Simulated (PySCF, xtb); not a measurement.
Hf(OH)3(H) (H₄HfO₃), SMILES [HfH]([OH])([OH])[OH], multiplicity 1.

xtb with GFN2-xTB at its own geometry gives an orbital gap of 4.67 eV and a dipole moment of 2.57 D.

Geometry optimised at B3LYP-D3(BJ)/def2-SVP. The multiplicity is an assumed one; no other spin state was optimised. The structure was generated by enumeration; whether it is a known compound was not checked. The def2 effective core potentials stand for the cores of Hf; spin–orbit coupling is left out. The values are those of a single conformer.

Q: What does PBE/def2-TZVPD (PySCF) give? (The exact figures need the calculation; the answer reports its results.)

A: gap 5.60 eV (levels -6.49 and -0.90 eV), dipole 2.84 D.
